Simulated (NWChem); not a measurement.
BHSCl2; SMILES SB(Cl)Cl

```xyz
5

B      0.0039    -0.0135     0.0000
Cl     1.4490    -1.0017     0.0000
Cl    -1.5732    -0.7814     0.0000
S      0.2104     1.7666     0.0000
H     -1.1055     2.0698     0.0000
```
Atoms are numbered in this order, from 1.

Program: NWChem. Pople sets run with spherical d functions. The geometry was optimised at PBE0/def2-SVP. Level: PBE0/6-31+G*; rows give the wavelength of the field.

For field 589 nm:

- isotropic polarisability (bohr³): 55.7
- anisotropy (bohr³): 29.4

### Question
Estimate the same quantities for field static.

### Answer
* **isotropic polarisability (bohr³)**: 53.6
* **anisotropy (bohr³)**: 27.7
